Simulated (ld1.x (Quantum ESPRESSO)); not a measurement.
## Which change was made? (S, TM semilocal)

ld1.x (Quantum ESPRESSO) 7.5 input, shortened:

```
&input
   title='S', zed=16., rel=1, dft='PZ', iswitch=3,
   config='[Ne] 3s2 3p4'
 /
 &inputp
   pseudotype=1, tm=.true., lloc=0,
   nlcc=.true., rcore=0.65
 /
2
3P  2  1   4.00   0.00  1.75  1.75  0.0
3S  1  0   2.00   0.00  1.35  1.35  0.0
 &test
   configts(1)='3s2 3p4'
 /
```

Cutoffs, loose and tight: the cutoffs (Ry, on a coarse ladder) from which the occupation-weighted sum of valence levels, in a spherical-Bessel basis at the reference potential, stays within 10 and 1 mRy of its value at 400 Ry. They do not see the model core or the augmentation charge, which bear on the density cutoff. Test errors are all-electron minus pseudo excitation energies from the reference, over the configurations 3s2 3p3; 3s2 3p2; 3s2 3p1; 3s1 3p5; 3s2 3p0; 3s1 3p4; 3s2 3p3.5 (two spin-polarised tests are not counted in the largest error); variants that change the core or the reference have their own tests.

The base gives: outcome: generated; cutoff, loose: 40 Ry; cutoff, tight: 60 Ry; bound ghosts: none; largest test error (meV): +192.

(1) After one change the result is: outcome: generated; cutoff, loose: 21 Ry; cutoff, tight: 35 Ry; bound ghosts: none; largest test error (meV): -120. Which change was it?
A. type PAW, which also changes the form from semilocal to separable; waves now 3s (bound): rcut 1.15, rcutus 1.35 bohr; 3s channel at 0.8 Ry: rcut 1.15, rcutus 1.35 bohr; 3p (bound): rcut 1.50, rcutus 1.75 bohr; 3p channel at 3.4 Ry: rcut 1.50, rcutus 1.75 bohr; local potential all-electron potential smoothed inside 1.35 bohr (lloc = -1); augmentation PSQ, inside the norm-conserving radii
B. reference 3s2 3p2.5
C. all radii but the core radius scaled by about 0.87 (s 1.18, p 1.52 bohr)

Results:

(1) A. The others give: all radii but the core radius scaled by about 0.87 (s 1.18, p 1.52 bohr) → outcome: generated; cutoff, loose: 50 Ry; cutoff, tight: 100 Ry; bound ghosts: none; largest test error (meV): +216 | reference 3s2 3p2.5 → outcome: generated; cutoff, loose: 40 Ry; cutoff, tight: 60 Ry; bound ghosts: none; largest test error (meV): +32. In the semilocal form every listed channel keeps its own potential, so the choice of the local channel does not act on these tests. It acts once the file is put into the separable form.
